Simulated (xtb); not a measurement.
CH₆FNO₂Si, SMILES O[Si](N)(OC)F. All values are semi-empirical tight-binding results from xtb (GFN2-xTB unless named), good for trends rather than for accurate numbers. The structure is a stationary point at GFN2-xTB. This is a generated structure with no PubChem entry under its InChIKey; it may be hypothetical. Other conformers were not sampled.

Computed properties:
| Item | Value |
|---|---|
| orbital gap | 8.33 eV |
| dipole moment | 1.74 D |
| zero-point energy | 52.5 kcal/mol |
| G − E(el) at 298.15 K (modified RRHO) | 31.4 kcal/mol |
| static polarisability (D4 model) | 68.9 bohr³ |
| solvation energy, GFN2-xTB/ALPB(water) | -8.1 kcal/mol |
| solvation energy, GFN2-xTB/ALPB(benzene) | -4.6 kcal/mol |
